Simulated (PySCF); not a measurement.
An unknown is described by computed data only.

Formula: C4H14Si4.

- 1H NMR: chemical shifts (computed TMS as zero) by class: 4.61 (1 H), 4.16 (1 H), 4.05 (2 H), 4.00 (1 H), 3.95 (2 H), 2.26 (1 H), 2.24 (1 H), 1.95 (2 H), 1.92 (1 H), 1.91 (2 H) ppm [GIAO PBE0/pcSseg-1]
- XPS: Si2p3/2 105.6, Si2p3/2 105.8 (×2), Si2p3/2 105.9, C1s 289.9, C1s 290.3 (×2), C1s 290.4, Si1s 1845.3, Si1s 1845.5 (×2), Si1s 1845.6 eV [ΔSCF SCAN, pcX-2 on the ionised atom, pcseg-1 elsewhere, spin-free X2C, 2p3/2 from a spin–orbit splitting computed afterwards within the 2p shell]
- NMR, other nuclei: isotropic shieldings of nuclei other than C and H, by class: 391 (1 Si), 443 (1 Si), 451 (2 Si) ppm [GIAO PBE0/pcSseg-1]
- Valence photoelectron: vertical ionisation energy: 8.87 eV [ΔSCF wB97X-D/def2-SVPD]
- 13C NMR: chemical shifts (computed TMS as zero) by class: 29.6 (2 C), 26.6 (1 C), 19.0 (1 C) ppm [GIAO PBE0/pcSseg-1]
- Dipole: 1.28 D [wB97X-D/def2-SVPD]
- Rotational structure: rotational constants A, B, C: 1.472, 0.666, 0.634 GHz [PBE0-D3(BJ)/def2-SVP]
- Polarisability: 162.1 au [wB97X-D/def2-SVPD]

Gas-phase values; electronic properties from PySCF, density fitting. Levels stand in brackets. Geometry: PBE0-D3(BJ)/def2-SVP, one conformer, isolated molecule. NMR classes are plain means over equivalent atoms (diastereotopic ones count apart unless rotation or inversion swaps them), as if these changed places fast.

Task: What is the compound? Reason from the data.

Result: Numbering: `[CH2:1]1[CH2:2][CH:3]([SiH:4]2[SiH2:5][SiH2:6][SiH2:7]2)[CH2:8]1`. Its formula, C4H14Si4, gives 2 degrees of unsaturation: 2 rings and 0 π bonds in the structure found. 4 carbons fall into 3 classes; from least to most shielded: four-membered-ring carbon [C2/C8] (29.6 ppm, 2 C), four-membered-ring carbon [C1] (26.6 ppm), ring sp3 carbon bound to silicon [C3] (19.0 ppm). Hydrogen classes from least to most shielded: 1 H on an SiH silicon, Si4 (4.61 ppm), 1 H on an SiH2 silicon, Si6 (4.16 ppm), 2 H on 2 SiH2 silicons, Si5/Si7 (4.05 ppm), 1 H on an SiH2 silicon, Si6 (4.00 ppm), 2 H on 2 SiH2 silicons, Si5/Si7 (3.95 ppm), 1 H on a four-membered-ring carbon, C1 (2.26 ppm), 1 H on an sp3 carbon bound to silicon, C3 (2.24 ppm), 2 H on 2 four-membered-ring carbons, C2/C8 (1.95 ppm), 1 H on a four-membered-ring carbon, C1 (1.92 ppm), 2 H on 2 four-membered-ring carbons, C2/C8 (1.91 ppm). The other shieldings belong to: 391 ppm, SiH silicon [Si4]; 443 ppm, SiH2 silicon [Si6]; 451 ppm, SiH2 silicon [Si5/Si7]. The core levels belong to: Si2p3/2 105.6 eV, SiH silicon [Si4]; Si2p3/2 105.8 eV, SiH2 silicon [Si5/Si7]; Si2p3/2 105.9 eV, SiH2 silicon [Si6]; C1s 289.9 eV, sp3 carbon bound to silicon [C3]; C1s 290.3 eV, four-membered-ring carbon [C2/C8]; C1s 290.4 eV, four-membered-ring carbon [C1]; Si1s 1845.3 eV, SiH silicon [Si4]; Si1s 1845.5 eV, SiH2 silicon [Si5/Si7]; Si1s 1845.6 eV, SiH2 silicon [Si6]. One atom of each topological class was ionised and stands for its class. The first electron is taken from the HOMO, whose largest Löwdin shares are 0.24 on the SiH silicon, 0.24 on an SiH2 silicon, 0.17 on an SiH2 silicon and 0.15 on an SiH2 silicon. The optimised geometry has point group C1 and is an asymmetric top. Structure: `C1CC([SiH]2[SiH2][SiH2][SiH2]2)C1`. Computed isomers that give other values at the same levels: `CC#C[SiH2][Si@@H](C)[SiH2][SiH3]` (13C chemical shifts (computed TMS as zero) by class: 117.7 (1 C), 77.3 (1 C), 6.2 (1 C), -8.4 (1 C) ppm); `C=CC[Si@@H]1[SiH2][SiH2][Si@@H]1C` (13C chemical shifts (computed TMS as zero) by class: 144.4 (1 C), 121.4 (1 C), 18.8 (1 C), -6.3 (1 C) ppm). The assignments are read from this structure; whether some other isomer fits the data as well wasn't checked.

Shape of the structure used: `[CH2:1]1[CH2:2][CH:3]([SiH:4]2[SiH2:5][SiH2:6][SiH2:7]2)[CH2:8]1`: C2–C3–Si4–Si5 -158°.
